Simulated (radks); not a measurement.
Problem. Radial electron density D(r) = 4 pi r^2 rho(r) of an atom or ion with 31 electrons. Calculated with a radial shooting solver on a logarithmic mesh with Libxc functionals: Dirac Kohn-Sham, PBEsol, spin-unpolarised, spherical densities, finite nucleus; Fermi nuclear charge, rms radius of each element as measured or else 0.836 A^(1/3) + 0.57 fm.

```
   r/bohr * D(r) (the largest magnitude, 51.2, reaches the edge; | marks zero)
 0.002481 | *
 0.002842 |  *
 0.003256 |   *
 0.003731 |    *
  0.00424 |     *
 0.004858 |       *
 0.005566 |         *
 0.006377 |           *
 0.007306 |             *
  0.00837 |                *
 0.009589 |                    *
  0.01099 |                       *
  0.01259 |                           *
  0.01442 |                               *
  0.01652 |                                   *
  0.01893 |                                       *
  0.02169 |                                          *
  0.02484 |                                             *
  0.02846 |                                              *
  0.03261 |                                              *
  0.03706 |                                            *
  0.04246 |                                          *
  0.04865 |                                        *
  0.05574 |                                      *
  0.06386 |                                     *
  0.07316 |                                       *
  0.08382 |                                          *
  0.09603 |                                               *
     0.11 |                                                   *
    0.126 |                                                      *
   0.1444 |                                                      *
   0.1654 |                                                  *
   0.1895 |                                            *
   0.2172 |                                     *
   0.2488 |                               *
    0.285 |                             *
    0.324 |                              *
   0.3712 |                                  *
   0.4252 |                                    *
   0.4872 |                                    *
   0.5582 |                                *
   0.6395 |                          *
   0.7326 |                  *
   0.8394 |            *
   0.9616 |       *
    1.102 |     *
    1.262 |   *
    1.446 |  *
    1.657 |  *
    1.898 | *
    2.175 |*
    2.491 |*
    2.832 *
    3.244 *
    3.717 *
    4.258 *
    4.879 *
```

What is the nuclear charge?

Solution. Z = 35. The innermost maximum, from 1s, lies near gamma/Z bohr with gamma = sqrt(1 - (Z/c)^2) = 0.967, here 0.0276 bohr (found: 0.0301), and its height grows with Z. The density is that of the bromine ion Br4+ in [Ar] 3d10 4s2 4p1; the configuration itself is not fixed sharply by these data, and Z only to about a unit. D(r) has 3 maxima, at r = 0.0301, 0.134, 0.450 bohr, and minima at 0.0623, 0.285 bohr, inside which lie 2.08, 11.01 electrons.
